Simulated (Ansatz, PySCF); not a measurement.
This Ansatz (a program for electronic structure) input computes a SVWN5/def2-TZVPD energy:

Ansatz 0.2 input:
```yaml
crystal:
  periodic: [false, false, false]
  atoms:
    - {symbol: Si, position_ang: [1.47941424, 0.56693286, 0.06098385]}
    - {symbol: C, position_ang: [0.13558990, -0.44527435, -0.51572468]}
    - {symbol: Si, position_ang: [-1.52578341, -0.41449088, 0.11823995]}
    - {symbol: H, position_ang: [2.77980536, -0.14433780, 0.38095748]}
    - {symbol: H, position_ang: [2.01974168, 1.66862290, -0.83742257]}
    - {symbol: H, position_ang: [1.13823290, 1.30209220, 1.32304006]}
    - {symbol: H, position_ang: [0.32539045, -1.07708602, -1.38352361]}
    - {symbol: H, position_ang: [-2.64257808, 0.14602378, -0.74859438]}
    - {symbol: H, position_ang: [-1.64087647, 0.39450333, 1.37598864]}
    - {symbol: H, position_ang: [-2.14408682, -1.75236005, 0.47476924]}
basis:
  gaussian:
    orbitals: def2-TZVPD
hamiltonian:
  xc: {name: SVWN5}
total_charge: -1
output: {forces: true}
```

Question: Write an input for the same energy in PySCF and say what it gives.

Answer: 
```python
from pyscf import gto, scf, dft

mol = gto.M(
    atom='''
    Si    1.47941424    0.56693286    0.06098385
    C     0.13558990   -0.44527435   -0.51572468
    Si   -1.52578341   -0.41449088    0.11823995
    H     2.77980536   -0.14433780    0.38095748
    H     2.01974168    1.66862290   -0.83742257
    H     1.13823290    1.30209220    1.32304006
    H     0.32539045   -1.07708602   -1.38352361
    H    -2.64257808    0.14602378   -0.74859438
    H    -1.64087647    0.39450333    1.37598864
    H    -2.14408682   -1.75236005    0.47476924
    ''',
    basis='def2-tzvpd',
    charge=-1,
    spin=0,
    verbose=4,
)

mf = dft.RKS(mol, xc='svwn').density_fit(auxbasis='def2-universal-jkfit')
mf.grids.level = 3
mf.conv_tol = 1e-9
mf.max_cycle = 100
mf.max_memory = 1500
mf.kernel()
if not mf.converged:
    mf = mf.newton()
    mf.kernel(mf.make_rdm1())
mf.analyze()
```
It gives -618.59252 Eh, and Ansatz -618.59243 Eh, a difference of 0.09 mEh, from the treatment of integrals and grids.

It need not be the lowest isomer of its formula. Whether it binds its extra electron was not tested at this geometry.
